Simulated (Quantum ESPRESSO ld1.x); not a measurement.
The numbers below are computed, except where a source is named.
Cu+, 28 electrons, occupied as [Ar] 3d9.5 4p0.5 (fractional occupations, a model configuration). Code: ld1.x of Quantum ESPRESSO 7.5. Model: scalar-relativistic Kohn-Sham, LDA (Slater exchange, Perdew-Wang correlation), spin-polarised, spherical densities, point nucleus; open shells are filled with parallel spins first.

X-ray form factor f0, the Fourier transform of the density (f0(0) = 28):

| sin(theta)/lambda (1/angstrom) | f0 (electrons) |
|---|---|
| 0.05 | 27.579 |
| 0.1 | 26.474 |
| 0.15 | 24.977 |
| 0.2 | 23.290 |
| 0.25 | 21.528 |
| 0.3 | 19.772 |
| 0.4 | 16.495 |
| 0.5 | 13.732 |
| 0.6 | 11.553 |
| 0.8 | 8.707 |
| 1 | 7.185 |
| 1.25 | 6.101 |
| 1.5 | 5.291 |
| 2 | 3.841 |
